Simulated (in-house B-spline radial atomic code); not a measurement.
## RPA and G0W0 on PBEsol: the tin ion Sn²⁺

Configuration [Kr] 4d10 5s2, mean-field start PBEsol. Computed with a B-spline radial code for spherical atoms: all electrons, scalar-relativistic (spin-free one-electron X2C), finite nucleus, each spin shell either full or empty, empty states to l = 9 with an (l + 1/2)⁻⁴ tail; G0W0 by contour deformation at full frequency.

Command:
```bash
python run_gw.py task.json out
```
Settings (radii: box in bohr, nucleus in fm):
```
Z                        50
electrons                48
configuration            [Kr] 4d10 5s2
hamiltonian              x2c
method                   pbesol
lmax                     9
rms_radius               4.6519
spin_polarised           False
box_radius               17.55
intervals                69
ion_configuration        [Kr] 4d10 5s1
```

Run time, properties included: 12 s on 1 thread of Arm Neoverse N1, on a shared host.

Energies (hartree):

| term | value |
| --- | --- |
| mean-field total | -6172.50766 |
| Hartree-Fock functional on these orbitals | -6173.03628 |
| direct second order | -4.4239 |
| second-order exchange | 1.2166 |
| SOSEX correction | 1.1174 |

(1) What is the RPA correlation energy, and what remains with SOSEX?

Quasi-particle levels (eV):

```json
{"level": "5s", "occupied": "yes", "mean field": "-26.143", "Σx - vxc": "-2.65", "Σc": "?", "QP weight": "?", "G0W0": "?"}
{"level": "5p", "occupied": "no", "mean field": "-17.792", "Σx - vxc": "4.74", "Σc": "-1.48", "QP weight": "0.942", "G0W0": "-14.524"}
```

G0W0 = mean field + (Σx - vxc) + Σc, with Σc (partial-wave tail included) taken at the quasi-particle energy. Only the outer levels were computed. Levels of low weight are left out.

(2) Where does G0W0 put 5s?

(3) What does it cost to remove one electron (to [Kr] 4d10 5s1) by differences of total energies, each species on its own start (correlation terms add to the Hartree-Fock functional)?

Results:

(1) RPA gives -3.8245 hartree (-2.17 eV per electron); RPA + SOSEX gives -2.7071, and the second-order doubles -3.2073 hartree (no singles). SOSEX takes back 29 % of the RPA value.

(2) At -30.93 eV, with Σc = -2.14 eV and a quasi-particle weight of 0.939. The tabulated removal energy is 30.506 ± 0.003 eV (NIST, measured); the calculation leaves out spin-orbit coupling, Breit and QED terms, and what these don't explain is the method's own error.

(3) PBEsol 30.67 eV, Hartree-Fock functional 28.444 eV, + RPA 30.96 eV, + RPA + SOSEX 30.38 eV, + second order 32.03 eV. Tabulated: 30.506 ± 0.003 eV (NIST, measured); the calculation leaves out spin-orbit coupling, Breit and QED terms, and what these don't explain is the method's own error.
